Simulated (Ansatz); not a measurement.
Harmonic vibrations of InH2Br by finite differences.

```yaml
crystal:
  periodic: [false, false, false]
  atoms:
    - {symbol: In, position_ang: [0.152231, 0.254470, -0.001524]}
    - {symbol: H, position_ang: [1.836177, 0.005744, 0.011966]}
    - {symbol: H, position_ang: [-0.863690, 1.620200, -0.021236]}
    - {symbol: Br, position_ang: [-1.124718, -1.880405, 0.010794]}
basis:
  gaussian: {orbitals: def2-TZVP}
hamiltonian: {xc: r2scan, dispersion: d4}
scf: {omitted_lower_state_checks: [starts]}
phonons: {temperatures: {t_min: 298.15, t_max: 900, t_step: 200}}
```

```sh
$ ansatz run in.yaml --threads 4 --pin off --events-out ev --progress --plain --max-ram 3916MiB
```

It prints (some lines left out):

```
Functional definition: r2SCAN
mean field -75255.25026805 eV, -2765.5794375102 hartree, gradient 2.3e-5 eV, S^2 0.000000; 0 other end points of the search recorded, 0 dependent functions left out
mean field -75255.25021042 eV, -2765.5794353922 hartree, gradient 2.1e-6 eV, S^2 0.000000; 0 other end points of the search recorded, 0 dependent functions left out
mean field -75255.25020079 eV, -2765.5794350385 hartree, gradient 2.1e-6 eV, S^2 0.000000; 0 other end points of the search recorded, 0 dependent functions left out
mean field -75255.25022708 eV, -2765.5794360045 hartree, gradient 2.1e-6 eV, S^2 0.000000; 0 other end points of the search recorded, 0 dependent functions left out
mean field -75255.25021033 eV, -2765.5794353891 hartree, gradient 2.1e-6 eV, S^2 0.000000; 0 other end points of the search recorded, 0 dependent functions left out
mean field -75255.25025834 eV, -2765.5794371533 hartree, gradient 1.0e-6 eV, S^2 0.000000; 0 other end points of the search recorded, 0 dependent functions left out
mean field -75255.25025696 eV, -2765.5794371027 hartree, gradient 1.0e-6 eV, S^2 0.000000; 0 other end points of the search recorded, 0 dependent functions left out
mean field -75255.25025005 eV, -2765.5794368487 hartree, gradient 2.1e-6 eV, S^2 0.000000; 0 other end points of the search recorded, 0 dependent functions left out
mean field -75255.25020789 eV, -2765.5794352993 hartree, gradient 2.1e-6 eV, S^2 0.000000; 0 other end points of the search recorded, 0 dependent functions left out
mean field -75255.25025828 eV, -2765.5794371512 hartree, gradient 3.0e-6 eV, S^2 0.000000; 0 other end points of the search recorded, 0 dependent functions left out
mean field -75255.25027028 eV, -2765.5794375920 hartree, gradient 1.0e-6 eV, S^2 0.000000; 0 other end points of the search recorded, 0 dependent functions left out
mean field -75255.25026633 eV, -2765.5794374468 hartree, gradient 7.8e-7 eV, S^2 0.000000; 0 other end points of the search recorded, 0 dependent functions left out
mean field -75255.25026652 eV, -2765.5794374540 hartree, gradient 8.6e-7 eV, S^2 0.000000; 0 other end points of the search recorded, 0 dependent functions left out
mean field -75255.25023622 eV, -2765.5794363403 hartree, gradient 3.0e-6 eV, S^2 0.000000; 0 other end points of the search recorded, 0 dependent functions left out
mean field -75255.25026648 eV, -2765.5794374526 hartree, gradient 5.6e-7 eV, S^2 0.000000; 0 other end points of the search recorded, 0 dependent functions left out
mean field -75255.25025801 eV, -2765.5794371411 hartree, gradient 2.1e-6 eV, S^2 0.000000; 0 other end points of the search recorded, 0 dependent functions left out
mean field -75255.25022580 eV, -2765.5794359574 hartree, gradient 2.1e-6 eV, S^2 0.000000; 0 other end points of the search recorded, 0 dependent functions left out
mean field -75255.25026588 eV, -2765.5794374303 hartree, gradient 8.1e-7 eV, S^2 0.000000; 0 other end points of the search recorded, 0 dependent functions left out
mean field -75255.25026697 eV, -2765.5794374703 hartree, gradient 7.8e-7 eV, S^2 0.000000; 0 other end points of the search recorded, 0 dependent functions left out
mean field -75255.25024709 eV, -2765.5794367400 hartree, gradient 9.2e-7 eV, S^2 0.000000; 0 other end points of the search recorded, 0 dependent functions left out
mean field -75255.25026862 eV, -2765.5794375312 hartree, gradient 2.7e-6 eV, S^2 0.000000; 0 other end points of the search recorded, 0 dependent functions left out
mean field -75255.25022405 eV, -2765.5794358930 hartree, gradient 2.1e-6 eV, S^2 0.000000; 0 other end points of the search recorded, 0 dependent functions left out
mean field -75255.25026102 eV, -2765.5794372519 hartree, gradient 2.1e-6 eV, S^2 0.000000; 0 other end points of the search recorded, 0 dependent functions left out
mean field -75255.25026757 eV, -2765.5794374924 hartree, gradient 6.3e-7 eV, S^2 0.000000; 0 other end points of the search recorded, 0 dependent functions left out
mean field -75255.25026766 eV, -2765.5794374957 hartree, gradient 6.4e-7 eV, S^2 0.000000; 0 other end points of the search recorded, 0 dependent functions left out
Total energy: -75255.26351360 eV, -2765.5799242753 hartree
Atom 0 at     0.152231     0.254470    -0.001524 Å, force     0.002054     0.003486     0.000275 eV/Å
Atom 1 at     1.836177     0.005744     0.011966 Å, force     0.007344    -0.002446    -0.000045 eV/Å
Atom 2 at    -0.863690     1.620200    -0.021236 Å, force    -0.005598     0.005487    -0.000206 eV/Å
Atom 3 at    -1.124718    -1.880405     0.010794 Å, force    -0.003801    -0.006528    -0.000023 eV/Å
Dipole moment:     0.291864     0.487914    -0.002859 e Å
Vibrations: 244.79 395.28 538.74 566.44 1860.84 1876.76 cm⁻¹, zero-point energy 0.339893 eV
Checks for a lower state left out: starts
```

Run time 20 s (4 threads of Arm Neoverse V2 on a shared host).

In the def2 sets In takes a core potential; there is no spin–orbit coupling.
